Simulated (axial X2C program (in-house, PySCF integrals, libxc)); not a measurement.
**Correcting the dissociation energy of BeSi⁺ for spin–orbit coupling**

A spin-free PBE0 curve (one-electron X2C) was computed with an in-house all-electron X2C program for linear molecules (integrals from PySCF), basis Si dyall-v3z [8s7p2d1f], Be dyall-cv3z [8s8p3d1f] (cores contracted in-house), for the state M_S = 1/2, Λ = 1 (beyond evenly filled blocks: π+α). It gives D0 = 2.107 eV to Si+ + Be, which in a spin-free picture are the weighted means of the ground terms.

Measured levels of the ground terms (NIST Handbook of Basic Atomic Spectroscopic Data), in cm⁻¹: Si+ 2P: J = 1/2 at 0, J = 3/2 at 287.2; Be 1S: J = 0 at 0.

The two components of the molecular doublet are 141 cm⁻¹ apart in the PBE0 2c search (Ω = 1/2 lower), so the lower one lies 70 cm⁻¹ under their mean.

Question: How far does each ground level lie under the (2J+1)-weighted mean of its term?

Answer: Si+: (2 × 0 + 4 × 287.2)/6 = 191 cm⁻¹; Be: a single level, 0.

Question: Correct D0.

Answer: D0 = 2.107 + (70 − 191)/8065.5 = 2.092 eV at PBE0 with these spin–orbit terms.

Second-order spin–orbit effects in the molecule, which grow quickly with Z, are left out. The state is a single determinant with fixed occupations, the lowest that a limited PBE0 search found. Dissociation energies refer to the lowest single-determinant-based atoms at the same level and basis. Without a current term, density functionals place determinants with orbital angular momentum somewhat too high.
